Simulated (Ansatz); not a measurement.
`N[SiH](F)[SeH]` + PH₃ → `P[SeH]` + `N[SiH2]F` at 298.15 K and 1 bar (ligand exchange at the Se–Si bond).

Calculated with Ansatz (gas phase, PBE0-D4/def2-TZVP geometries, no zero-point term in ΔE). CCSD(T)/CBS is the MP2 limit (def2-TZVPP, def2-QZVPP) plus CCSD(T) − MP2 in def2-TZVPP, frozen cores. This one scheme is used for every species. For Se outer-core shells are correlated without core-valence functions, which leaves a few kJ/mol of doubt a bond. Scalar relativity is left out up to krypton. Each species was taken in one conformer, which may not be the lowest.

```
         species  CCSD(T)/CBS energy (Eh)  H − E (kJ/mol)  S (J/(mol·K))
`N[SiH](F)[SeH]`              -2846.81643           141.7          340.6
             PH₃               -342.72256            73.1          210.2
        `P[SeH]`              -2743.44381            80.6          280.3
      `N[SiH2]F`               -446.07709           135.8          281.7
```

H − E and S are ideal-gas, rigid-rotor, harmonic terms from PBE0-D4/def2-TZVP, for one conformer and one mirror image of each species. 1 Eh = 2625.50 kJ/mol, R = 8.31446 J/(mol·K).

**Question.** By hand: ΔE, ΔH, ΔS and ΔG.

**Answer.** ΔE = (-2743.44381) + (-446.07709) − (-2846.81643) − (-342.72256) = 0.01809 Eh = 47.5 kJ/mol. Δ(H − E) = 80.6 + 135.8 − 141.7 − 73.1 = 1.6, so ΔH = 49.1 kJ/mol. ΔS = 280.3 + 281.7 − 340.6 − 210.2 = 11.2 J/(mol·K). ΔG = 49.1 − 298.15 × (11.2)/1000 = 45.8 kJ/mol.

**Question.** By hand: the equilibrium constant, and the temperature at which ΔG would vanish if ΔH and ΔS stayed fixed.

**Answer.** log₁₀ K = −ΔG/(RT ln 10) = -8.0. ΔG = 0 at ΔH/ΔS = 4384 K, far beyond where these terms or the molecules hold.

The number of gas molecules stays the same, so ΔS is small and ΔH decides. A doubt of 5 kJ/mol in ΔE shifts log₁₀ K by 0.9 here. Other conformers and mirror images would add mixing entropy, several J/(mol·K) or more a flexible species. These are equilibria of isolated gas molecules and say nothing of rates. Largest T1 diagnostic: 0.013 (customary marks: 0.02 for closed shells, 0.045 for open ones).
